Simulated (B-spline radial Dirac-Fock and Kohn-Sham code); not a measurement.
# Magnetic form factor of the 4d shell of Sn¹⁰⁺

System: Sn¹⁰⁺ in the configuration [Kr] 4d4.

The run's input, task.json:

```json
{"items": [{
  "Z": 50,
  "q": 10,
  "cfg": [[1, 0, 2], [2, 0, 2], [2, 1, 6], [3, 0, 2], [3, 1, 6], [3, 2, 10], [4, 0, 2], [4, 1, 6], [4, 2, 4]],
  "A": 120,
  "rrms": 4.6519,
  "do": ["scatter"],
  "s": [0.0, 0.05, 0.1, 0.15, 0.2, 0.25, 0.3, 0.35, 0.4, 0.45, 0.5, 0.6, 0.7, 0.8, 0.9, 1.0, 1.1, 1.2, 1.4, 1.6, 1.8, 2.0, 2.5, 3.0, 3.5, 4.0, 5.0, 6.0],
  "pz": [0, 0.1, 0.2, 0.3, 0.4, 0.5, 0.6, 0.8, 1.0, 1.2, 1.4, 1.6, 1.8, 2.0, 2.5, 3.0, 4.0, 5.0, 7.0, 10.0, 15.0, 20.0, 30.0, 40.0, 60.0, 100.0],
  "hv_scatter": [5000, 8047.8, 10000, 17479.3, 30000, 100000, 200000, 500000]
}]}
```

Launch: `python xray_run.py task.json out`

Method: configuration-average Dirac-Fock orbitals. Computed with an atomic code on a B-spline grid. ⟨j_K⟩ is the integral of the 4d radial density with the spherical Bessel function j_K(4πsr), s = sin θ/λ.

```
s (Å⁻¹)     ⟨j0⟩     ⟨j2⟩    ⟨j4⟩
      0   1.0000   0.0000  0.0000
   0.05   0.9824   0.0070  0.0000
    0.1   0.9313   0.0271  0.0003
   0.15   0.8515   0.0575  0.0014
    0.2   0.7501   0.0944  0.0040
   0.25   0.6357   0.1331  0.0089
    0.3   0.5170   0.1693  0.0165
   0.35   0.4016   0.1993  0.0269
    0.4   0.2959   0.2206  0.0398
   0.45   0.2042   0.2321  0.0543
    0.5   0.1288   0.2336  0.0694
    0.6   0.0277   0.2115  0.0976
    0.7  -0.0172   0.1679  0.1170
    0.8  -0.0246   0.1179  0.1242
    0.9  -0.0127   0.0724  0.1196
      1   0.0054   0.0372  0.1064
    1.1   0.0221   0.0135  0.0882
    1.2   0.0340   0.0000  0.0686
    1.4   0.0424  -0.0062  0.0341
    1.6   0.0369   0.0006  0.0116
```

Radial moments of the shell: ⟨r²⟩ = 0.9630, ⟨r⁴⟩ = 1.423, ⟨r⁶⟩ = 2.971 in powers of bohr.
